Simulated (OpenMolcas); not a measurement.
# Cr2+, Mo2+, W2+: d4 down the group

```yaml
Program: OpenMolcas 26.06
Method: SS-RASPT2, IPEA 0.25 Eh, imaginary shift 0.1 Eh
Basis: ANO-RCC-VTZP
Scalar_Hamiltonian: DKH2, point nucleus
Spin-orbit_coupling: state interaction with AMFI integrals over the reference wave functions, term energies averaged over their components
```

Active space for each ion: 4 electrons in 9 orbitals (RAS2 d s; RAS3 p, at most 2 electrons); closed shells correlated by CASPT2: Cr2+ 3s 3p; Mo2+ 4s 4p; W2+ 5s 5p.

Computed levels in cm-1 above 5D0:

```csv
Level,Cr2+,Mo2+,W2+
5D1,71.2,251,2520
5D2,210,694,4970
5D3,412,1269,6930
5D4,669,1937,8390
3H4,17750,13870,15400
3H5,17900,14490,18700
3H6,18080,15040,20490
3G4,21240,17560,22540
3G5,21410,17990,25350
weight of 5D in the lowest level (%),100,98,64
```

Mixed levels, with the weight of the term that names them: W2+ 5D0 (64 %), W2+ 3H4 (50 %), W2+ 3H5 (68 %), W2+ 3G4 (51 %), W2+ 3G5 (65 %).

Measured, with the error of the calculation in %. Measured levels: Cr2+ from Sugar and Corliss, J. Phys. Chem. Ref. Data 6, 317 (1977); Mo2+ from Sugar and Musgrove, J. Phys. Chem. Ref. Data 17, 155 (1988); W2+ from NIST levels as listed in McCann et al., Mon. Not. R. Astron. Soc. 538, 537 (2025).

```json
{"Level": "5D1", "Cr2+": "62.2 (+14.4)", "Mo2+": "242 (+3.8)", "W2+": "2256 (+11.7)"}
{"Level": "5D2", "Cr2+": "183 (+14.8)", "Mo2+": "668 (+3.8)", "W2+": "4461 (+11.5)"}
{"Level": "5D3", "Cr2+": "357 (+15.4)", "Mo2+": "1224 (+3.7)", "W2+": "6278 (+10.4)"}
{"Level": "5D4", "Cr2+": "576 (+16.2)", "Mo2+": "1872 (+3.4)", "W2+": "7687 (+9.2)"}
{"Level": "3H4", "Cr2+": "17274 (+2.7)", "Mo2+": "12680 (+9.4)", "W2+": ""}
{"Level": "3H5", "Cr2+": "17397 (+2.9)", "Mo2+": "13276 (+9.1)", "W2+": ""}
{"Level": "3H6", "Cr2+": "17531 (+3.1)", "Mo2+": "13811 (+8.9)", "W2+": ""}
{"Level": "3G4", "Cr2+": "20853 (+1.9)", "Mo2+": "16283 (+7.8)", "W2+": ""}
{"Level": "3G5", "Cr2+": "20996 (+2.0)", "Mo2+": "16714 (+7.6)", "W2+": ""}
```

The fine-structure level 5D4 changes by a factor of 12.5 from Cr2+ to W2+.

Without spin-orbit coupling 3H lies 17540, 13450, 12470 cm-1 above 5D in that order; the difference to the level 3H4, of either sign, comes from spin-orbit coupling, which also lowers the zero.

CASPT2 breaks the degeneracy within a term, and the mean is taken; among the terms shown or strongly mixed into the levels shown the widest spread is 350 cm-1 (5d3 6s 5F, W2+). Over all roots computed the reference weight is 0.86 to 0.95 in Cr2+; the roots of lowest weight are the least certain, and an intruder state may touch them. Some high roots are left out of the spin-orbit mixing, which shifts the levels that they would mix with. Terms from blocks run as CI alone lack orbitals of their own. Configurations are named by rounded mean occupations; where the s occupation lies near a half they are strongly mixed, a name can repeat and a true partner stay unpaired (holds for Mo2+; W2+). Computed and measured levels are paired by configuration, term and J; levels that our copy of the source lacks, or whose pairing is in doubt (as where it misses far off the trend of its configuration), stay unpaired and out of the deviations. Levels of configurations outside the active space are missing.
